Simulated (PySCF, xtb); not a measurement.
CTe₂, SMILES [Te]=C=[Te].

Coordinates come from a B3LYP-D3(BJ)/def2-TZVP optimisation. The def2 effective core potentials stand for the cores of Te; spin–orbit coupling is left out.

Computed with C-PCM-M06-2X/def2-SVP run with PySCF 2.14.0.

The values are the electrostatic part of the solvation free energy, E(continuum) − E(gas) at the gas-phase geometry, in a cavity of scaled van der Waals radii (PySCF's table); cavitation and dispersion terms are not included. In vacuum the orbital gap is 5.51 eV. The dipole moment in vacuum is 0.00 D.

| solvent | ε | ΔG(elec) (kcal/mol) | dipole (D) | gap (eV) |
|---|---|---|---|---|
| water | 78.36 | -1.3 | 0.00 | 5.53 |
| dichloromethane | 8.93 | -1.2 | 0.00 | 5.53 |
| acetonitrile | 35.69 | -1.3 | 0.00 | 5.53 |

For comparison, GFN2-xTB/ALPB(water) (xtb, at the GFN2-xTB geometry, all terms of that model) gives -2.7 kcal/mol.
